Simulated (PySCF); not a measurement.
Start geometry of `[F][Mo]([F])([F])[F]` [triplet] from GFN2-xTB (Å):
```
atom  x, y, z in Å
Mo1    0.061   -0.078    0.013
F2     0.464   -0.025    1.763
F3     1.765    0.003   -0.187
F4    -1.057    1.185   -0.806
F5    -1.158   -1.195   -0.845
```

Problem. What comes out of this run: PBE0-D3(BJ)/def2-SVP geometry optimisation, gas phase, def2 core potentials past Kr (PySCF)?

Solution. 
```
atom  x, y, z in Å
Mo1    0.008   -0.025   -0.013
F2     0.004   -0.028    1.832
F3     1.754   -0.073   -0.611
F4    -0.787    1.520   -0.634
F5    -0.904   -1.504   -0.636
```

The energy falls by 95.7 kJ/mol over 11 energy and gradient evaluations, the largest force component goes from 0.0945 to 2.3e-04 Eh/bohr, and the atoms move by 0.405 Å rms after alignment. The bond that changes most is Mo1–F3 (ends: molybdenum bonded to 4 F; fluorine bonded to Mo), which lengthens by 0.129 Å. Bonds longer at the end by more than 0.005 Å: 2 of 4; shorter: 2. Among the angles that change most is F4–Mo1–F5, from 79.2° to 110.2°. The orientation of the end geometry is arbitrary; only internal coordinates are fixed.

The run used 87 basis functions and 101 SCF cycles in all.

Whether it is a minimum is left open (no frequencies). ⟨S²⟩ = 2.005 (exact for a triplet: 2.00).
